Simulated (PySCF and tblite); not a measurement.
The numbers below are computed, except where a source is named.
System: C₅H₁₂Si, numbered as in [CH3:1][C@H:2]1[CH2:3][CH2:4][SiH2:5][CH2:6]1.

Geometries: GFN2-xTB; energies: PBE0/pcSseg-1 + D3(BJ); zero-point and thermal terms from GFN2-xTB harmonic modes (soft modes blended into free rotors). Rates follow Eyring's equation with the number of equivalent paths and no tunnelling. (PySCF 2.14 with density fitting, tblite 0.8.)

Problem. What barrier does the inversion of the 5-membered ring (2–3–4–5–6) meet, and how fast is it at 298 K?

Solution. The electronic barrier is 4.9 kcal/mol and ΔG‡(298 K) 5.3 kcal/mol, over a C1 saddle (envelope) with an imaginary mode of 75i cm⁻¹ (GFN2-xTB). With 1 equivalent path, k is 8.1×10⁸ s⁻¹, a mean lifetime of the start of 1.2 ns against this motion. The end lies 0.8 kcal/mol above the start in free energy.
